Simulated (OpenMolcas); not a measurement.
Ti3+ (d1) on a cation site of an ionic host was computed by CASSCF with the d shell active (OpenMolcas, ANO-RCC-VTZP on the metal). Its lowest spin-free states, and all those of the highest spin:

| 2S+1 | Degeneracy | E (cm-1) |
| --- | --- | --- |
| 2 | 3 | 0.0 |
| 2 | 2 | 19372 |

Q: Is the site octahedral, tetrahedral or cube-like, axial, or of lower symmetry?

A: The states with 2S+1 = 2 have orbital degeneracies 3, 2. Threefold states need a cubic site. For d1 at this spin an octahedron puts the threefold T2 below the twofold E and a tetrahedron or cube puts the twofold E below the threefold T2, so the site is octahedral. The first gap at this spin, 19400 cm-1, is |10Dq| in ligand-field theory. The run had Ti3+ with its 6 nearest fluoride ions at 1.918 Å, on the Ge site of Cs2GeF6 (a = 9.021 Å, distance in the model lattice 1.804 Å). The rest of the host is ab initio model potentials to 7.6 Å and point charges beyond; the distance is set by hand and nothing relaxes, and no local charge compensation is placed. Ligand basis ANO-RCC-VDZP.

An orbital triplet at a regular site is open to Jahn-Teller coupling, which can distort the site and quench the lowest spin-orbit gaps and is left out. Ligand-to-metal charge-transfer states are missing. With metal d orbitals alone and no dynamic correlation 10Dq can be off by a tenth to a fifth, either way, in oxide and fluoride hosts. No measured value stands beside these numbers; the geometry was set by hand and not optimised.
